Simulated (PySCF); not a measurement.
Computed shifts of a molecule C2H11NSi2, PySCF with KT2/pcSseg-1, GIAO, gas phase, equivalent atoms averaged, in ppm (number of nuclei): ²⁹Si: -21.7 (2). ¹³C: 5.0 (2). ¹⁵N: 28.6 (1). ¹H: 5.31 (2), 5.12 (2), 0.46 (6), 0.01 (1). References: ²⁹Si against TMS (σ = 361.9 ppm); ¹³C against TMS (σ = 185.1 ppm); ¹⁵N against NH3 (σ = 266.2 ppm); ¹H against TMS (σ = 31.47 ppm), references at their B3LYP-D3(BJ)/def2-TZVP geometries, non-relativistic. Geometry optimised at PBE0-D3(BJ)/def2-SVP. The values are those of a single conformer.

Problem. Which molecule gave these data?
A. C[SiH2][C@@H](N)[SiH3]
B. CNC[SiH2][SiH3]
C. C[SiH2]N[SiH2]C
D. NC[SiH2]C[SiH3]

Solution. C, C[SiH2]N[SiH2]C
